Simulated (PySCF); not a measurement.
## Calculated data, GeH3NO, GeH4NOSi, Cl2GeH2N, AlGeH4NO

All values are calculated (PySCF 2.14.0). Calculation on a computer-drawn molecule: the log of a Hartree-Fock and frozen-core CCSD(T) single point meant for a local Hartree-Fock minimum, with one planted fault or none, to be diagnosed. Offsets are logged minus clean, where the clean run is the same molecule without the fault. The reference is restricted for singlets and unrestricted otherwise, and also for a bond in bohr or an excited solution. Adding or removing an electron swaps singlet and doublet. The excited solution moves the top pair (singlet) or top alpha electron (doublet) to the lowest empty orbital. Highest occupied and lowest empty are orbital energies over both spins, largest force is the largest gradient component, triples share is (T) over the correlation energy, the T1 limit is 0.02 restricted and 0.045 unrestricted, electrons count all cores, a negative frequency is imaginary (commonest isotopes), and the dipole is about the centre of nuclear charge; on germanium a core potential holds 10 electrons, which the energies leave out, and 3d is frozen in MP2 and coupled-cluster steps.

Common to all runs: meant charge 0; meant basis and core potential on germanium cc-pVDZ-PP ECP10MDF; logged SCF converged yes; possible faults no fault, one electron removed, one electron added, multiplicity raised by two, geometry at a saddle point, SCF held on an excited solution, minimal basis STO-3G, one bond length entered in bohr, all coordinates scaled.

(1) GeH3NO

Logged structure:
```xyz
6
GeH3NO
N     -0.7602     1.1703     0.8563
Ge    -0.7032    -0.5700     1.1914
O      0.4312    -1.5707     0.6149
H     -0.0772     1.6244     0.2818
H     -1.4638     1.7839     1.2162
H     -2.9362    -1.2070     2.8874
```

* meant multiplicity: 1
* meant basis: cc-pVDZ
* logged electrons: 50
* logged basis functions: 66
* logged spin squared: 0.9719
* logged highest occupied: -9.9976 eV
* logged lowest empty: 1.2119 eV
* logged largest force: 0.053516 hartree/bohr
* logged T1 diagnostic: 0.04392
* logged D1 diagnostic: 0.17549
* logged triples share: 0.035363
* logged CC converged: yes
* logged dipole magnitude: 4.2824 debye
* logged SCF stable within its kind: yes
* logged energy HF: -424.31514 hartree
* logged energy CCSD(T): -424.78511 hartree
* planted fault: one bond length entered in bohr, row 5 of the drawn bonds
* HF energy offset from clean run: 57.2 kcal/mol
* CCSD(T) energy offset from clean run: 69.95 kcal/mol

Drawn bonds:
| atom | other atom | order |
| --- | --- | --- |
| 1 | 2 | 1 |
| 2 | 3 | 2 |
| 1 | 4 | 1 |
| 1 | 5 | 1 |
| 2 | 6 | 1 |

(2) GeH4NOSi

Logged structure:
```xyz
8
GeH4NOSi
N     -0.1103    -0.2331    -0.6401
Ge    -0.6059     0.5234     0.8981
O     -2.1677     0.6480     1.3228
Si     2.9519     2.2148     3.0755
H     -0.7837    -0.6844    -1.2302
H      0.8375    -0.4475    -0.8795
H      4.2073     1.5086     2.7357
H      2.7391     2.2902     4.5335
```

- meant multiplicity: 2
- meant basis: cc-pV(D+d)Z
- logged electrons: 65
- logged basis functions: 94
- logged spin squared: 1.7927
- logged highest occupied: -8.261 eV
- logged lowest empty: 0.68212 eV
- logged largest force: 0.088321 hartree/bohr
- logged T1 diagnostic: 0.047392
- logged D1 diagnostic: 0.26133
- logged triples share: 0.029647
- logged CC converged: yes
- logged dipole magnitude: 3.6462 debye
- logged SCF stable within its kind: yes
- logged energy HF: -713.8307 hartree
- logged energy CCSD(T): -714.38928 hartree
- planted fault: one bond length entered in bohr, row 3 of the drawn bonds
- HF energy offset from clean run: 44.87 kcal/mol
- CCSD(T) energy offset from clean run: 63.22 kcal/mol

Drawn bonds:
| atom | other atom | order |
| --- | --- | --- |
| 1 | 2 | 1 |
| 2 | 3 | 2 |
| 2 | 4 | 1 |
| 1 | 5 | 1 |
| 1 | 6 | 1 |
| 4 | 7 | 1 |
| 4 | 8 | 1 |

Notes: T1 above single-reference limit.

(3) Cl2GeH2N

Logged structure:
```xyz
6
Cl2GeH2N
N     -0.2744     1.5129     0.3875
Ge    -0.8975     2.8729    -0.6540
Cl    -2.1097     1.9473    -2.2010
Cl    -2.1559     4.0926     0.6300
H      0.2260     1.8015     1.2117
H      0.2505     0.8068    -0.1013
```

- meant multiplicity: 2
- meant basis: cc-pV(D+d)Z
- logged electrons: 76
- logged basis functions: 93
- logged spin squared: 0
- logged highest occupied: -1.7943 eV
- logged lowest empty: 9.1214 eV
- logged largest force: 0.084712 hartree/bohr
- logged T1 diagnostic: 0.010897
- logged D1 diagnostic: 0.03837
- logged triples share: 0.024062
- logged CC converged: yes
- logged dipole magnitude: 2.5288 debye
- logged SCF stable within its kind: yes
- logged energy HF: -1268.11383 hartree
- logged energy CCSD(T): -1268.70484 hartree
- planted fault: one electron added
- HF energy offset from clean run: -18.5 kcal/mol
- CCSD(T) energy offset from clean run: -29.09 kcal/mol

Drawn bonds:
| atom | other atom | order |
| --- | --- | --- |
| 1 | 2 | 1 |
| 2 | 3 | 1 |
| 2 | 4 | 1 |
| 1 | 5 | 1 |
| 1 | 6 | 1 |

(4) AlGeH4NO

Logged structure:
```xyz
8
AlGeH4NO
N      1.0205    -0.5250     1.9693
Ge     1.0041     1.2923     1.8381
Al    -0.8657     1.2770     0.0225
O     -1.4353     2.7430    -0.6189
H      1.6428    -0.9919     2.6036
H      0.4583    -1.1852     1.4649
H     -1.5297    -0.0637    -0.5415
H     -2.1012     2.8700    -1.2746
```

* meant multiplicity: 1
* meant basis: cc-pV(D+d)Z
* logged electrons: 65
* logged basis functions: 94
* logged spin squared: 0.7623
* logged highest occupied: -0.26791 eV
* logged lowest empty: 6.4658 eV
* logged largest force: 0.038604 hartree/bohr
* logged T1 diagnostic: 0.019916
* logged D1 diagnostic: 0.080007
* logged triples share: 0.026694
* logged CC converged: yes
* logged dipole magnitude: 1.9116 debye
* logged SCF stable within its kind: yes
* logged energy HF: -666.98614 hartree
* logged energy CCSD(T): -667.5485 hartree
* planted fault: one electron added
* HF energy offset from clean run: 6.15 kcal/mol
* CCSD(T) energy offset from clean run: 0.8832 kcal/mol

Drawn bonds:
| atom | other atom | order |
| --- | --- | --- |
| 1 | 2 | 1 |
| 2 | 3 | 1 |
| 3 | 4 | 1 |
| 1 | 5 | 1 |
| 1 | 6 | 1 |
| 3 | 7 | 1 |
| 4 | 8 | 1 |

(5) AlGeH4NO

Structure as in entry 4.

- meant multiplicity: 1
- meant basis: cc-pV(D+d)Z
- logged electrons: 64
- logged basis functions: 94
- logged spin squared: 2.0285
- logged highest occupied: -6.3183 eV
- logged lowest empty: 0.14599 eV
- logged largest force: 0.02336 hartree/bohr
- logged T1 diagnostic: 0.022298
- logged D1 diagnostic: 0.082942
- logged triples share: 0.025566
- logged CC converged: yes
- logged dipole magnitude: 1.6127 debye
- logged SCF stable within its kind: yes
- logged energy HF: -666.95797 hartree
- logged energy CCSD(T): -667.49319 hartree
- planted fault: multiplicity raised by two
- HF energy offset from clean run: 23.83 kcal/mol
- CCSD(T) energy offset from clean run: 35.59 kcal/mol

Drawn bonds:
| atom | other atom | order |
| --- | --- | --- |
| 1 | 2 | 1 |
| 2 | 3 | 1 |
| 3 | 4 | 1 |
| 1 | 5 | 1 |
| 1 | 6 | 1 |
| 3 | 7 | 1 |
| 4 | 8 | 1 |

(6) AlGeH4NO

Logged structure:
```xyz
8
AlGeH4NO
N      1.0583    -0.5445     2.0422
Ge     1.0412     1.3401     1.9061
Al    -0.8978     1.3242     0.0234
O     -1.4884     2.8445    -0.6418
H      1.7036    -1.0286     2.6999
H      0.4753    -1.2290     1.5192
H     -1.5863    -0.0661    -0.5615
H     -2.1790     2.9762    -1.3218
```

* meant multiplicity: 1
* meant basis: cc-pV(D+d)Z
* logged electrons: 64
* logged basis functions: 94
* logged spin squared: 0
* logged highest occupied: -7.6835 eV
* logged lowest empty: 0.61635 eV
* logged largest force: 0.028322 hartree/bohr
* logged T1 diagnostic: 0.022562
* logged D1 diagnostic: 0.081772
* logged triples share: 0.028699
* logged CC converged: yes
* logged dipole magnitude: 1.5644 debye
* logged SCF stable within its kind: yes
* logged energy HF: -666.98659 hartree
* logged energy CCSD(T): -667.54775 hartree
* planted fault: all coordinates scaled, by +3.7 %
* HF energy offset from clean run: 5.865 kcal/mol
* CCSD(T) energy offset from clean run: 1.354 kcal/mol

Drawn bonds:
| atom | other atom | order |
| --- | --- | --- |
| 1 | 2 | 1 |
| 2 | 3 | 1 |
| 3 | 4 | 1 |
| 1 | 5 | 1 |
| 1 | 6 | 1 |
| 3 | 7 | 1 |
| 4 | 8 | 1 |

Notes: T1 above single-reference limit.

(7) GeH3NO

Logged structure:
```xyz
6
GeH3NO
N      0.8995     1.1346     0.0028
Ge     1.7981     1.0074     1.5837
O      2.4739    -0.6374     1.3921
H      0.3806     1.9576    -0.2418
H      0.7950    -0.1785    -1.3634
H      2.2855    -1.1250     0.6023
```

- meant multiplicity: 1
- meant basis: cc-pVDZ
- logged electrons: 50
- logged basis functions: 66
- logged spin squared: 0.7683
- logged highest occupied: -10.24 eV
- logged lowest empty: 1.7648 eV
- logged largest force: 0.017558 hartree/bohr
- logged T1 diagnostic: 0.060935
- logged D1 diagnostic: 0.25309
- logged triples share: 0.037975
- logged CC converged: yes
- logged dipole magnitude: 1.7301 debye
- logged SCF stable within its kind: yes
- logged energy HF: -424.33909 hartree
- logged energy CCSD(T): -424.81565 hartree
- planted fault: one bond length entered in bohr, row 4 of the drawn bonds
- HF energy offset from clean run: 87.39 kcal/mol
- CCSD(T) energy offset from clean run: 87.75 kcal/mol

Drawn bonds:
| atom | other atom | order |
| --- | --- | --- |
| 1 | 2 | 1 |
| 2 | 3 | 1 |
| 1 | 4 | 1 |
| 1 | 5 | 1 |
| 3 | 6 | 1 |

Notes: T1 above single-reference limit.

(8) GeH3NO

Logged structure:
```xyz
6
GeH3NO
N      0.8995     1.1346     0.0028
Ge     1.7981     1.0074     1.5837
O      2.4739    -0.6374     1.3921
H      0.3806     1.9576    -0.2418
H      0.8442     0.4397    -0.7202
H      2.2855    -1.1250     0.6023
```

* meant multiplicity: 1
* meant basis: cc-pVDZ
* logged electrons: 50
* logged basis functions: 66
* logged spin squared: 0
* logged highest occupied: -4.5758 eV
* logged lowest empty: -3.5762 eV
* logged largest force: 0.062013 hartree/bohr
* logged dipole magnitude: 2.3608 debye
* logged SCF stable within its kind: no
* logged energy HF: -424.06671 hartree
* planted fault: SCF held on an excited solution
* HF energy offset from clean run: 258.3 kcal/mol

Drawn bonds:
| atom | other atom | order |
| --- | --- | --- |
| 1 | 2 | 1 |
| 2 | 3 | 1 |
| 1 | 4 | 1 |
| 1 | 5 | 1 |
| 3 | 6 | 1 |

Notes: coupled-cluster numbers left out as unreliable.
